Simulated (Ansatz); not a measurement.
Born–Oppenheimer molecular dynamics of C2H8O2Si (13 atoms, charge 0, multiplicity 1). It starts from a relaxed structure.

Computed with RKS r2SCAN-D4/6-31G (Ansatz 0.2.0).

- ensemble: NVE (velocity Verlet)
- time step: 0.5 fs
- steps asked: 150
- starting velocities drawn for: 300 K
- masses: H 10 u
- seed: 568217

First frame:

```xyz
13
Properties=species:S:1:pos:R:3
O -1.094 1.889 1.081
C -0.800 0.479 0.916
C 0.402 0.313 -0.006
O 0.122 1.059 -1.260
Si 0.902 -1.518 -0.397
H -0.987 2.295 0.191
H -0.597 0.083 1.915
H -1.673 -0.058 0.500
H 1.255 0.852 0.419
H -0.534 0.557 -1.790
H 0.961 -2.349 0.856
H -0.161 -2.080 -1.307
H 2.224 -1.557 -1.104
```

**Question.** How far do the bonds stretch over the last three quarters of this one trajectory? (Pairs bonded in most of those frames.)

**Answer.** 
```tsv
bond	mean (Å)	spread (Å)	shortest	longest
O1–C2	1.448	0.036	1.40	1.51
O1–H6	0.983	0.014	0.96	1.01
C2–C3	1.525	0.039	1.46	1.59
C2–H7	1.091	0.009	1.07	1.11
C2–H8	1.104	0.016	1.07	1.13
C3–O4	1.493	0.027	1.44	1.53
C3–Si5	1.970	0.046	1.90	2.03
C3–H9	1.098	0.015	1.08	1.13
O4–H10	0.984	0.017	0.95	1.01
Si5–H11	1.510	0.019	1.48	1.54
Si5–H12	1.509	0.016	1.48	1.53
Si5–H13	1.495	0.019	1.46	1.52
```

Mean temperature of the second half: 144 K. The conserved energy stayed within 0.025 meV per atom of its start (net change 0.014 meV per atom), so the integration is sound. The temperature averaged 0.48 of the 300 K drawn at the start: a run that starts near a minimum puts about half its kinetic energy into the potential. A run of 0.075 ps of so small a system gives no equilibrium averages. Limits of this set-up: no polarisation functions.

Time of the run: 10 min on 1 thread of Arm Neoverse V1, with other jobs on the host, peak memory 0.11 GiB.
